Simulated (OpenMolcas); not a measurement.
## Ions of charge +3 along the 4d row on the Y site of Cs2NaYCl6

```yaml
Program: OpenMolcas
Method: CASSCF
Spin-orbit_coupling: state interaction with AMFI integrals over the reference wave functions
```

The d shell is active. Each dopant is a cluster with its nearest anions in model potentials and point charges, with no relaxation. Distances were set from a Shannon-type radius of the metal (high-spin where two are listed) plus a fixed donor radius (Cl 1.76 Å), in hosts weighted 0.65 to 0.35 with the host's distance in the model lattice. Ligand basis ANO-RCC-VDZP, DKH2 Hamiltonian. States (labels of O, the rotations of Oh). Energies in cm-1 above the lowest state or level, χT in cm3 K/mol; under a threefold ground state the first gap can be a small split of the lowest multiplet, not the spin-orbit step; 10Dq and B are least-squares fits to the states below 45000 cm-1, weighted by degeneracy, with a free offset, and given where the rms deviation is under 5 % of |10Dq| (or 100 cm-1) and under 700 cm-1. Spin-only χT is S(S+1) / 2 for the spin of the ground state.

```json
{"Ion": "Nb3+", "Shell": "4d2", "R (Å)": "2.529", "Metal basis": "ANO-RCC-VTZP", "Ground state": "3T1", "First state of that spin": "3T2 16851", "10Dq": "17935", "B (rms of fit)": "621 (161)", "First gap with spin-orbit (degeneracies)": "25.5 (2, 3)", "χT at 300 K": "0.470", "First state of another spin": "1T2 9167", "Spin-only χT": "1.000"}
{"Ion": "Mo3+", "Shell": "4d3", "R (Å)": "2.509", "Metal basis": "ANO-RCC-VTZP", "Ground state": "4A2", "First state of that spin": "4T2 17618", "10Dq": "17219", "B (rms of fit)": "654 (274)", "First gap with spin-orbit (degeneracies)": "13446 (4, 4)", "χT at 300 K": "1.752", "First state of another spin": "2E 13582", "Spin-only χT": "1.875"}
{"Ion": "Ru3+", "Shell": "4d5", "R (Å)": "2.503", "Metal basis": "ANO-RCC-VTZP", "Ground state": "6A1", "First state of that spin": "", "10Dq": "15557", "B (rms of fit)": "673 (605)", "First gap with spin-orbit (degeneracies)": "5.2 (2, 4)", "χT at 300 K": "4.327", "First state of another spin": "2T2 8343", "Spin-only χT": "4.375"}
{"Ion": "Rh3+", "Shell": "4d6", "R (Å)": "2.493", "Metal basis": "ANO-RCC-VTZP", "Ground state": "1A1", "First state of that spin": "1T1 11153", "10Dq": "", "B (rms of fit)": "", "First gap with spin-orbit (degeneracies)": "2763 (1, 3)", "χT at 300 K": "0.075", "First state of another spin": "5T2 2932", "Spin-only χT": "0.000"}
{"Ion": "Pd3+", "Shell": "4d7", "R (Å)": "2.555", "Metal basis": "ANO-RCC-VTZP", "Ground state": "4T1", "First state of that spin": "4T2 11858", "10Dq": "", "B (rms of fit)": "", "First gap with spin-orbit (degeneracies)": "464.6 (2, 4)", "χT at 300 K": "2.689", "First state of another spin": "2E 918.3", "Spin-only χT": "1.875"}
```

Among the 3 ions with a close fit, |10Dq| is smallest for Ru3+ (15557 cm-1) and largest for Nb3+ (17935 cm-1). The error differs from ion to ion, so this order need not be the real one.

B goes from 621 cm-1 (Nb3+) to 673 cm-1 (Ru3+).

Below the highest spin of the shell: Rh3+. χT departs most from the spin-only value for Pd3+, by +0.814 cm3 K/mol.

Without dynamic correlation the repulsion within the d shell is too large (B by tens of per cent), so at a given field states of lower spin stand too high. With metal d orbitals alone the field can be off either way by tens of per cent. Ligand-to-metal charge-transfer states are missing. With no ligand orbital active B as a rule stays too high, so bands that hang on it stand too high and its fall with covalency is understated. An orbital triplet at a regular site is open to Jahn-Teller coupling, which can distort the site and quench the lowest spin-orbit gaps and is left out (holds for Nb3+; Pd3+). The least metal-like active orbital is 80 % on the metal (Löwdin) and no ligand orbital is active, so the numbers are rough (holds for Nb3+; Mo3+). This shell can be high or low spin here, a state of another spin lies low, and with metal d orbitals alone active their balance is uncertain, so the ground spin may be wrong (holds for Ru3+; Pd3+). The least metal-like active orbital is 82 % on the metal (Löwdin) and no ligand orbital is active, so the numbers are rough (holds for Ru3+). This shell can be high or low spin here, a state of another spin lies low, and with metal d orbitals alone active their balance is uncertain, so the ground spin may be wrong, although the usual error favours high spin (holds for Rh3+). The least metal-like active orbital is 71 % on the metal (Löwdin) and no ligand orbital is active, so the numbers are rough (holds for Rh3+). The least metal-like active orbital is 67 % on the metal (Löwdin) and no ligand orbital is active, so the numbers are rough, and ground spin, moment and any spin crossover can be artefacts of this space; highly charged d ions in such sites are as a rule low spin (holds for Pd3+). No measured value stands beside these numbers; the geometry was set by hand and not optimised.
